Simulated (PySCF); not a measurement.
Na(OH) (HNaO), SMILES [OH][Na]. Heavy atoms are numbered as in [Na:1][OH:2]. Hydrogens are named by the atom that carries them.

Geometry: PBE0-D3(BJ)/def2-TZVPD. The isomer is the one that the SMILES or the coordinates give; other isomers of the formula were not compared.

These are M06-2X/def2-TZVPD run with PySCF values and carry that method's errors.

Mulliken values depend strongly on the basis, most of all with diffuse functions as here. Atomic charges (e), one atom of each kind:

```
atom     meta-Löwdin  Mulliken
-------  -----------  --------
Na1       (withheld)      0.97
O2 (OH)   (withheld)     -1.18
H on O2   (withheld)      0.21
```

### Question
Complete the blanks. (Estimate from the structure and the level; the computed values follow.)

### Answer

- Na1, meta-Löwdin: 0.89
- O2 (OH), meta-Löwdin: -1.18
- H on O2, meta-Löwdin: 0.29
